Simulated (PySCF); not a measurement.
Ligands exchanged one at a time, In Cl-SH. All species are isolated molecules in the gas phase. One relaxed conformer stands for each flexible species; it need not be the lowest. Strings in code marks are SMILES.

The T1 excitation (TDA) from two functionals at the same geometries (PBE0-D4/def2-TZVP), both in PySCF: PBE-D3(BJ)/def2-TZVP and B3LYP-D3(BJ)/def2-TZVP. B3LYP has the VWN-RPA correlation part, as in Gaussian. Excitations are Tamm–Dancoff values on a coarser integration grid. The basis has no diffuse functions, so Rydberg states are missing or too high.

```csv
species,B3LYP-D3(BJ)/def2-TZVP (eV)
0 of 3 Cl replaced by SH (`[Cl][In]([Cl])[Cl]`),4.55
1 of 3 Cl replaced by SH (`[SH][In]([Cl])[Cl]` (H–S–In–Cl torsion 0°)),3.85
2 of 3 Cl replaced by SH,3.87
3 of 3 Cl replaced by SH (`[SH][In]([SH])[SH]`),4.02
```

**Question.** What does PBE-D3(BJ)/def2-TZVP give for each?

**Answer.** 
- 0 of 3 Cl replaced by SH (`[Cl][In]([Cl])[Cl]`): 4.10
- 1 of 3 Cl replaced by SH (`[SH][In]([Cl])[Cl]` (H–S–In–Cl torsion 0°)): 3.55
- 2 of 3 Cl replaced by SH: 3.55
- 3 of 3 Cl replaced by SH (`[SH][In]([SH])[SH]`): 3.68
Over these rows, drawn at random from the members with no instability flagged (it was tested for open shells, ions and some series alone), PBE minus B3LYP-D3(BJ): mean -0.35 eV, from -0.45 eV to -0.31 eV.
